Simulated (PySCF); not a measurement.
**Computed properties of C2H10OSi3, SMILES O[Si@@H]1C[C@H]([SiH3])[SiH2]1**

C2H10OSi3, SMILES [SiH2]1[C@H](C[Si@H]1O)[SiH3]. Coordinates come from a B3LYP-D3(BJ)/def2-SVP optimisation. The structure was generated by enumeration; whether it is a known compound was not checked. Other conformers were not sampled. All values are computed for the isolated molecule unless a solvent is named; none is compared with measurement here.

**Structure.** All 42 harmonic modes at B3LYP-D3(BJ)/def2-SVP (PySCF) are real, so it is a minimum. With heavy atoms numbered as in [OH:1][Si@@H:2]1[CH2:3][C@H:4]([SiH3:5])[SiH2:6]1, the shortest bond between them is C3–C4 at 1.570 Å and the longest Si2–Si6 at 2.343 Å.

**Vibrations.** The strongest infrared lines (harmonic, unscaled, degenerate partners summed) lie at 879 cm⁻¹ (252 km/mol, H 84 %), 932 cm⁻¹ (225 km/mol, H 85 %, Si 9 %), 769 cm⁻¹ (200 km/mol, H 77 %, O 12 %). The softest mode is at 66 cm⁻¹ and the zero-point energy is 68.8 kcal/mol.

**Electronic structure.** HF/def2-TZVP (PySCF) places the frontier levels at -9.86 and 2.65 eV, a gap of 12.51 eV, and gives a dipole moment of 0.76 D. PBE/def2-TZVP (PySCF) at the same geometry gives -6.17 and -1.19 eV, so its gap is 7.53 eV narrower. An orbital gap is neither the optical nor the fundamental gap.

**Excitations.** TDA-CAM-B3LYP/def2-SVPD (PySCF) has S1 at 5.94 eV (209 nm, f = 0.037, weak); the most intense of the 6 singlets computed lies at 7.00 eV (f = 0.22). T1 (TDA) is at 5.23 eV, 0.71 eV under S1. TDA-PBE/def2-SVPD (PySCF) puts S1 at 5.24 eV. No vertical singlet excitation falls in the visible range (under 3.1 eV).

**NMR.** GIAO shifts at HF/pcSseg-1 (PySCF) (non-relativistic, atoms alike by connectivity averaged): ¹³C from -12.1 to 21.4 ppm against TMS; ¹H from -0.3 to 4.9 ppm against TMS; ²⁹Si from -50.2 to -5.1 ppm against TMS.

**Solvation.** SMD-ωB97X/def2-SVP (PySCF) gives -1.6 kcal/mol in water, -4.6 kcal/mol in dichloromethane, -3.6 kcal/mol in chlorobenzene (1 M in both phases, gas-phase geometry); of these solvents dichloromethane holds the molecule best.
